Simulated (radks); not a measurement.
The numbers below are computed, except where a source is named.
In I, configuration [Kr] 4d9 5s2 5p2 (not the ground configuration). Code: a radial shooting solver on a logarithmic mesh with Libxc functionals. Model: scalar-relativistic Kohn-Sham, PBE, spin-polarised, spherical densities, finite nucleus; open shells are filled with parallel spins first (spin-orbit coupling, left out, can overturn this in heavy ions); Fermi nuclear charge, rms radius 4.6156 fm. Some entries of the table are withheld. Estimate them.

orbital,occ.,eigenvalue (eV),<r> (bohr),r(max) (bohr)
1s up,1,-27759.82,0.02971,0.01922
1s down,1,-27759.78,0.02971,0.01922
2s up,1,-4162.953,0.1285,0.1086
2s down,1,-4162.703,0.1285,0.1086
2p up,3,-3737.300,0.1122,0.08692
2p down,3,-3737.093,0.1122,0.08692
3s up,1,-795.7913,0.3486,0.3155
3s down,1,-795.6486,0.3486,0.3155
3p up,3,-656.4070,0.3471,0.3088
3p down,3,-656.2428,0.3471,0.3088
3d up,5,-440.0629,0.3243,0.2582
3d down,5,-439.8232,0.3243,0.2582
4s up,1,-126.5698,0.8447,0.7688
4s down,1,-125.6464,0.8444,0.7686
4p up,3,-84.8071,0.9153,0.8141
4p down,3,-83.8691,0.9149,0.8139
4d up,5,-24.4668,1.145,0.9219
4d down,4,-23.4830,1.141,0.9215
5s up,1,-10.7493,(1),2.077
5s down,1,-9.3551,(2),2.059
5p up,2,-4.1514,3.245,(3)
5p down,0,-2.7828,3.348,(4)

Answer. 
(1) 5s up <r> (bohr): 2.454
(2) 5s down <r> (bohr): 2.452
(3) 5p up r(max) (bohr): 2.617
(4) 5p down r(max) (bohr): 2.617
